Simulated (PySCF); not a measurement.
Bonds broken one at a time in the series B Cl-H. All species are isolated molecules in the gas phase. Strings in code marks are SMILES.

The numbers are results of PBE-D3(BJ)/def2-TZVP // B3LYP-D3(BJ)/def2-TZVP in PySCF 2.14.0, not measurements. 

```
species                         highest occupied spin orbital (eV)  dipole moment (D)
------------------------------  ----------------------------------  -----------------
radical fragment (`[B](Cl)Cl`)                                   …               0.42
whole molecule (`B(Cl)Cl`)                                       –               0.35
radical fragment (`Cl[BH]`)                                  -4.86                  …
whole molecule (`BCl`)                                           –               0.41
radical fragment (`[BH2]`)                                   -4.91               0.51
```

What belongs in the gaps?


- radical fragment (`[B](Cl)Cl`), highest occupied spin orbital (eV): -5.13
- radical fragment (`Cl[BH]`), dipole moment (D): 0.55
